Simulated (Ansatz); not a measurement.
`C[Se][Ga]([Cl])[Cl]` + H₂S → `[SH][Ga]([Cl])[Cl]` + `C[SeH]` at 400 K and 1 bar (ligand exchange at a Ga–Se bond).

Calculated with Ansatz (gas phase, PBE0-D4/def2-TZVP geometries, no zero-point term in ΔE). CCSD(T)/CBS is the MP2 limit (def2-TZVPP, def2-QZVPP) plus CCSD(T) − MP2 in def2-TZVPP, frozen cores. This one scheme is used for every species. For Ga, Se outer-core shells are correlated without core-valence functions, which leaves a few kJ/mol of doubt a bond. Scalar relativity is left out up to krypton. One conformer a species, not always the lowest.

```json
{"species": "`C[Se][Ga]([Cl])[Cl]`", "CCSD(T)/CBS energy (Eh)": "-5284.21390", "H − E (kJ/mol)": "143.9", "S (J/(mol·K))": "442.4"}
{"species": "H₂S", "CCSD(T)/CBS energy (Eh)": "-398.97279", "H − E (kJ/mol)": "53.4", "S (J/(mol·K))": "215.9"}
{"species": "`[SH][Ga]([Cl])[Cl]`", "CCSD(T)/CBS energy (Eh)": "-3242.02309", "H − E (kJ/mol)": "60.2", "S (J/(mol·K))": "376.0"}
{"species": "`C[SeH]`", "CCSD(T)/CBS energy (Eh)": "-2441.15625", "H − E (kJ/mol)": "135.4", "S (J/(mol·K))": "284.5"}
```

H − E and S are ideal-gas, rigid-rotor, harmonic terms from PBE0-D4/def2-TZVP, for one conformer and one mirror image of each species. 1 Eh = 2625.50 kJ/mol, R = 8.31446 J/(mol·K).

Problem. By hand: ΔE, ΔH, ΔS and ΔG.

Solution. ΔE = (-3242.02309) + (-2441.15625) − (-5284.21390) − (-398.97279) = 0.00735 Eh = 19.3 kJ/mol. Δ(H − E) = 60.2 + 135.4 − 143.9 − 53.4 = -1.7, so ΔH = 17.6 kJ/mol. ΔS = 376.0 + 284.5 − 442.4 − 215.9 = 2.2 J/(mol·K). ΔG = 17.6 − 400 × (2.2)/1000 = 16.7 kJ/mol.

Problem. By hand: the equilibrium constant, and the temperature at which ΔG would vanish if ΔH and ΔS stayed fixed.

Solution. log₁₀ K = −ΔG/(RT ln 10) = -2.2. ΔG = 0 at ΔH/ΔS = 8000 K, far beyond where these terms or the molecules hold.

The number of gas molecules stays the same, so ΔS is small and ΔH decides. A doubt of 5 kJ/mol in ΔE shifts log₁₀ K by 0.7 here. Other conformers and mirror images would add mixing entropy, several J/(mol·K) or more a flexible species. Modes under 60 cm⁻¹, often nearly free rotors, make the harmonic entropy too high. These are equilibria of isolated gas molecules and say nothing of rates. Largest T1 diagnostic: 0.011 (customary marks: 0.02 for closed shells, 0.045 for open ones).
